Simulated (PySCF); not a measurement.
C₂H₅NO₂Si, SMILES C1=N[SiH2]OCO1.

Geometry optimised at B3LYP-D3(BJ)/def2-SVP. The structure was generated by enumeration, and PubChem lists no compound with its InChIKey, so it may never have been made. The values are those of a single conformer.

Two levels are set side by side: TDDFT-PBE/def2-SVPD (PySCF) and TDDFT-ωB97X/def2-SVPD (PySCF). Vertical, same geometry. The lowest singlet is HOMO→LUMO 99 % with PBE and HOMO→LUMO 87 % with the other functional; states are paired by order. Differences are taken from unrounded values.

```csv
quantity,TDDFT-ωB97X
lowest singlet excitation (eV),5.39
lowest triplet excitation (TDA) (eV),4.88
first bright state (f over 0.05) (eV),7.20
its oscillator strength,0.17
```

### Question
What does TDDFT-PBE give, and how far is it from TDDFT-ωB97X? (The exact figures need the calculation; the answer reports its results.)

### Answer

```
quantity                               TDDFT-PBE  TDDFT-PBE minus TDDFT-ωB97X
-------------------------------------  ---------  ---------------------------
lowest singlet excitation (eV)              4.90                        -0.50
lowest triplet excitation (TDA) (eV)        4.42                        -0.46
first bright state (f over 0.05) (eV)       6.36                        -0.84
its oscillator strength                     0.08                        -0.09
```

A lower first singlet is the usual sign of a functional without exact exchange. Differences between two approximate levels are no errors against the true value.

Rough cost on one machine, each run with all the roots and properties that it gave: TDDFT-ωB97X against TDDFT-PBE about 9 times.
